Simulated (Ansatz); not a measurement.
Reaction (redistribution): `F[Si](F)(Cl)Br` + `C[SiH2][SiH](O)O` → `O[Si](F)(Cl)Br` + `C[SiH2][SiH](O)F`

Gas-phase electronic energies from Ansatz, PBE0-D4/def2-TZVP geometries. CCSD(T)/CBS is the MP2 limit (def2-TZVPP, def2-QZVPP) plus CCSD(T) − MP2 in def2-TZVPP, frozen cores. Functionals use def2-TZVPP. B3LYP here is the variant with VWN-RPA as its local correlation; programs differ in this. For Br outer-core shells are correlated without core-valence functions, which leaves a few kJ/mol of doubt a bond. Scalar relativity is left out up to krypton. One conformer a species, not always the lowest.

```
             level  ΔE (kcal/mol)  difference from CCSD(T)/CBS
            PBE-D4           -3.6                         -0.1
         r2SCAN-D4           -3.6                         -0.1
           PBE0-D4           -3.8                         -0.3
          B3LYP-D4           -3.9                         -0.4
           ωB97X-V           -3.9                         -0.4
           ωB97M-V           -3.8                         -0.3
            B2PLYP           -3.7                         -0.2
               PBE           -3.5                          0.0
            r2SCAN           -3.6                         -0.1
              PBE0           -3.7                         -0.2
             B3LYP           -3.8                         -0.3
   CCSD/def2-TZVPP           -3.5                          0.0
    MP2/def2-QZVPP           -3.5                          0.0
SCS-MP2/def2-QZVPP           -3.5                          0.0
      HF/CBS(def2)           -4.2                         -0.7
     MP2/CBS(def2)           -3.6                         -0.1
       CCSD(T)/CBS           -3.5                            0
```

Largest T1 diagnostic among the species: 0.012.

In def2-TZVPP, CCSD(T) changes the Hartree–Fock value by +0.9 kcal/mol (the triples alone add +0.1 kcal/mol) and MP2 by +0.8 kcal/mol.
